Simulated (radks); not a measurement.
Values are calculated unless marked as measured or tabulated.
Task: Cr2+, 22 electrons, occupied as [Ar] 3d4. Code: a radial shooting solver on a logarithmic mesh with Libxc functionals. Model: non-relativistic Kohn-Sham, PBE, spin-unpolarised, spherical densities, point nucleus; hard spherical wall at 8 bohr. Some entries of the table are withheld. Estimate them.

orbital  occ.  eigenvalue (eV)  r(max) (bohr)  <1/r> (bohr^-1)
1s          2        -5855.419        0.04224            23.52
2s          2              (1)         0.2461            4.979
2p          6              (2)         0.1988            4.924
3s          2         -93.7130         0.7827            1.553
3p          6              (3)         0.7989            1.430
3d          4         -22.9997         0.8174            1.088
4s          0         -18.4520          2.381           0.4822
4p          0              (4)          2.791           0.4089
4d          0          -6.5014          3.991           0.3255

Result: 
(1) 2s eigenvalue (eV): -679.3526
(2) 2p eigenvalue (eV): -580.4962
(3) 3p eigenvalue (eV): -66.1682
(4) 4p eigenvalue (eV): -13.3709
